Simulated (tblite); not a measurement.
Species: C5H9BO.
Numbering: `[CH3:1][C:2]#[C:3][BH:4][CH2:5][O:6][CH3:7]` (hydrogens: H8, H9, H10 on C1; H11 on B4; H12, H13 on C5; H14, H15, H16 on C7)

Computed with GFN2-xTB (tblite), gas phase: L-BFGS steps from a force-field or distance-geometry start until the largest atomic force falls under 0.01 eV/Å.

Geometry at step 15:
```
atom  x, y, z in Å
C1      3.8550    0.4082    0.1803
C2      2.4370    0.1629    0.2012
C3      1.2369    0.0322    0.2560
B4     -0.2362   -0.1791    0.3133
C5     -1.1558    0.7121   -0.6260
O6     -2.4213    0.2197   -1.0521
C7     -3.2624   -0.2221   -0.0239
H8      4.1377    0.8576    1.1283
H9      4.1138    1.0890   -0.6258
H10     4.4165   -0.5140    0.0553
H11    -0.6552   -0.9337    1.1059
H12    -1.3209    1.6568   -0.0734
H13    -0.6683    1.0033   -1.5582
H14    -3.4478    0.5794    0.7026
H15    -2.8369   -1.0842    0.5014
H16    -4.1999   -0.5117   -0.4963
```

Q: Give the atomic forces at this geometry.

A: 
```csv
atom,Fx (eV/Å),Fy (eV/Å),Fz (eV/Å)
C1,0.064,0.010,0.003
C2,0.037,0.072,0.027
C3,-0.021,-0.010,-0.055
B4,-0.016,-0.023,0.051
C5,-0.076,-0.010,0.007
O6,-0.038,-0.101,-0.081
C7,0.030,0.020,0.007
H8,0.099,0.061,0.115
H9,0.029,0.085,-0.104
H10,-0.025,-0.126,-0.006
H11,-0.060,-0.021,-0.066
H12,0.029,0.068,0.089
H13,0.078,-0.037,-0.049
H14,-0.043,-0.005,0.045
H15,-0.090,0.000,0.002
H16,0.003,0.015,0.015
```

The largest, 0.16 eV/Å, acts on H8; the rms over all components is 0.056 eV/Å. The forces sum to zero within rounding, as they must for an isolated molecule in no field.

Q: Give the force on H8 in Eh/bohr and in nN.

A: 0.164 eV/Å ÷ 51.422 = 0.00318 Eh/bohr, and 0.164 eV/Å × 1.602 = 0.26 nN.

Q: How far is this geometry from the end of the optimisation?

A: 0.067 eV above it, and 0.513 Å rms away after alignment. The bonds farthest from their final lengths, with half the difference of the two atoms' forces along the bond (positive lengthens):

| bond | now (Å) | final (Å) | force along bond (eV/Å) |
| --- | --- | --- | --- |
| C5–H13 | 1.092 | 1.097 | +0.05 |
| C3–B4 | 1.489 | 1.495 | 0.00 |
| C1–C2 | 1.439 | 1.444 | +0.01 |
| C1–H8 | 1.087 | 1.090 | +0.06 |
| C1–H9 | 1.086 | 1.090 | +0.06 |
| C1–H10 | 1.087 | 1.090 | +0.04 |

The angle farthest from its final value is B4–C5–H12, 105.7° against 111.7°.

What follows is the cost of the whole relaxation. The run took 0.96 s on an Arm Neoverse N1 with one thread, no GPU, on a shared host.
